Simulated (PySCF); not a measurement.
Some cells of this table were withheld.

```csv
no.,species (SMILES),atoms,electrons,dipole moment (D),HOMO energy (eV),LUMO energy (eV),smallest rotational constant (GHz)
1,C=C[SiH2][C@H](C=O)CC,20,70,3.06,-7.14,?,0.957
2,C[S@@](=O)[C@H]1C[C@H](C=O)C[SiH2]1,22,94,5.53,-6.86,-0.68,0.560
3,[H]/N=C\C[C@@H](C)CC(C)(C)F,26,80,3.55,-7.18,0.15,0.561
4,C[P@](=O)(CCP)CCC#N,23,94,4.23,-7.55,0.09,0.387
5,FC(F)(F)c1nc(Cl)c[nH]1,12,84,4.64,?,-0.65,0.545
6,CC(=O)/C=C/[SiH](C)C,20,70,3.02,-7.26,-1.77,?
```

Levels: PBE0/pcSseg-1 for dipole moment, HOMO energy and LUMO energy; GFN2-xTB for smallest rotational constant. Geometries: GFN2-xTB. Each SMILES stands for a single optimised conformer of the isolated species, non-relativistic unless stated. Electronic properties by PySCF.

The conformers computed, where there is a choice (atom-mapped SMILES and torsion angles):
- `[CH2:1]=[CH:2][SiH2:3][C@H:4]([CH:5]=[O:6])[CH2:7][CH3:8]`: C1–C2–Si3–C4 -76°, C2–Si3–C4–C5 62°, Si3–C4–C5–O6 84°, Si3–C4–C7–C8 -173°
- `[H]/[N:5]=[CH:4]\[CH2:3][C@@H:2]([CH3:1])[CH2:6][C:7]([CH3:8])([CH3:9])[F:10]`: C1–C2–C3–C4 61°, C2–C3–C4–N5 -127°, C1–C2–C6–C7 -103°, C2–C6–C7–C8 60°
- `[F:1][C:2]([F:3])([F:4])[c:5]1[n:6][c:7]([Cl:8])[cH:9][nH:10]1`: F1–C2–C5–N6 180°
- `[CH3:1][C:2](=[O:3])/[CH:4]=[CH:5]/[SiH:6]([CH3:7])[CH3:8]`: C1–C2–C4–C5 -176°, C4–C5–Si6–C7 22°

The conformers of `C[S@@](=O)[C@H]1C[C@H](C=O)C[SiH2]1` and `C[P@](=O)(CCP)CCC#N` aren't listed.

**Question.** Row 1: the LUMO energy?

**Answer.** -1.03 eV.

**Question.** Row 5: the HOMO energy?

**Answer.** -7.33 eV.

**Question.** Row 6: the smallest rotational constant?

**Answer.** 0.624 GHz.

**Question.** In the completed table, which rows hold the lowest and the highest HOMO energy, and what is the mean?

**Answer.** Row 4 the lowest (-7.55 eV), row 2 the highest (-6.86 eV); the mean over the 6 rows is -7.22 eV.

**Question.** In the completed table, which rows hold the lowest and the highest LUMO energy, and what is the mean?

**Answer.** Row 6 the lowest (-1.77 eV), row 3 the highest (0.15 eV); the mean over the 6 rows is -0.65 eV.

**Question.** What is the HOMO–LUMO gap, row by row?

**Answer.** row 1: 6.11, row 2: 6.18, row 3: 7.33, row 4: 7.64, row 5: 6.68, row 6: 5.49 eV.
